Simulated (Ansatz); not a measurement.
Boron trichloride + `C[SeH]` → `C[Se]B(Cl)Cl` + HCl at 700 K and 1 bar (ligand exchange at a B–Cl bond).

Isolated molecules relaxed with PBE0-D4/def2-TZVP in Ansatz; ΔE leaves out vibrations. CBS: MP2 limit from def2 TZ/QZ plus the TZ coupled-cluster correction, frozen cores. This one scheme is used for every species. For Se outer-core shells are correlated without core-valence functions, which leaves a few kJ/mol of doubt a bond. Scalar relativity is left out up to krypton. Each species was taken in one conformer, which may not be the lowest.

```json
{"species": "`ClB(Cl)Cl`", "CCSD(T)/CBS energy (Eh)": "-1404.24732", "H − E (kJ/mol)": "63.0", "S (J/(mol·K))": "349.7"}
{"species": "`C[SeH]`", "CCSD(T)/CBS energy (Eh)": "-2441.15625", "H − E (kJ/mol)": "157.6", "S (J/(mol·K))": "325.3"}
{"species": "`C[Se]B(Cl)Cl`", "CCSD(T)/CBS energy (Eh)": "-3385.02344", "H − E (kJ/mol)": "186.6", "S (J/(mol·K))": "463.2"}
{"species": "HCl", "CCSD(T)/CBS energy (Eh)": "-460.38127", "H − E (kJ/mol)": "38.4", "S (J/(mol·K))": "211.8"}
```

H − E and S are ideal-gas, rigid-rotor, harmonic terms from PBE0-D4/def2-TZVP, for one conformer and one mirror image of each species. 1 Eh = 2625.50 kJ/mol, R = 8.31446 J/(mol·K).

Task: By hand: ΔE, ΔH, ΔS and ΔG.

Result: ΔE = (-3385.02344) + (-460.38127) − (-1404.24732) − (-2441.15625) = -0.00114 Eh = -3.0 kJ/mol. Δ(H − E) = 186.6 + 38.4 − 63.0 − 157.6 = 4.4, so ΔH = 1.4 kJ/mol. ΔS = 463.2 + 211.8 − 349.7 − 325.3 = 0.0 J/(mol·K). ΔG = 1.4 − 700 × (0.0)/1000 = 1.4 kJ/mol.

Task: By hand: the equilibrium constant, and the temperature at which ΔG would vanish if ΔH and ΔS stayed fixed.

Result: log₁₀ K = −ΔG/(RT ln 10) = -0.1. With ΔH or ΔS at zero there is no such temperature.

The number of gas molecules stays the same, so ΔS is small and ΔH decides. The sign of ΔG lies within the doubt. A doubt of 5 kJ/mol in ΔE shifts log₁₀ K by 0.4 here. Other conformers and mirror images would add mixing entropy, several J/(mol·K) or more a flexible species. These are equilibria of isolated gas molecules and say nothing of rates. Largest T1 diagnostic: 0.011 (customary marks: 0.02 for closed shells, 0.045 for open ones).

ΔS is within the doubt of such terms, so its sign, and with it that verdict, could turn.
